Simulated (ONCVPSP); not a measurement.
## An all-electron radial function and its pseudo partner (nitrogen (N))

Columns: radius, all-electron u(r) and pseudo u(r) of the 2s shell (level -18.47 eV) of nitrogen in the configuration [He] 2s2 2p3; Wu-Cohen, scalar-relativistic, ONCV scheme, ONCVPSP 4.0.1.

```tsv
r (bohr)	all-electron	pseudo
0.088	-0.3703	0.0494
0.175	-0.3377	0.1101
0.262	-0.1497	0.1913
0.350	0.0827	0.2947
0.438	0.3040	0.4142
0.525	0.4904	0.5374
0.612	0.6383	0.6521
0.700	0.7490	0.7505
0.788	0.8244	0.8244
0.875	0.8693	0.8693
0.962	0.8902	0.8901
1.050	0.8919	0.8918
1.138	0.8787	0.8786
1.225	0.8547	0.8547
1.312	0.8231	0.8230
1.400	0.7856	0.7856
1.487	0.7453	0.7452
1.575	0.7025	0.7025
1.662	0.6596	0.6596
1.750	0.6163	0.6163
1.838	0.5738	0.5738
1.925	0.5331	0.5331
2.012	0.4939	0.4939
2.100	0.4562	0.4562
2.188	0.4204	0.4204
2.275	0.3871	0.3871
```

(1) How many radial nodes do the two functions have?

(2) At about which radius was the pseudo-wave matched?

(3) Is the pseudo-wave norm-conserving?

Results:

(1) The all-electron 2s function has n − l − 1 = 1; the pseudo-wave has 0, since the states of the same l below it are removed with the core.

(2) 0.80 bohr, where the columns begin to agree (steps of 0.09 bohr).

(3) Yes: the ONCV scheme keeps the norm inside the radius equal to the all-electron one, which fixes the energy derivative of the logarithmic derivative at the level.
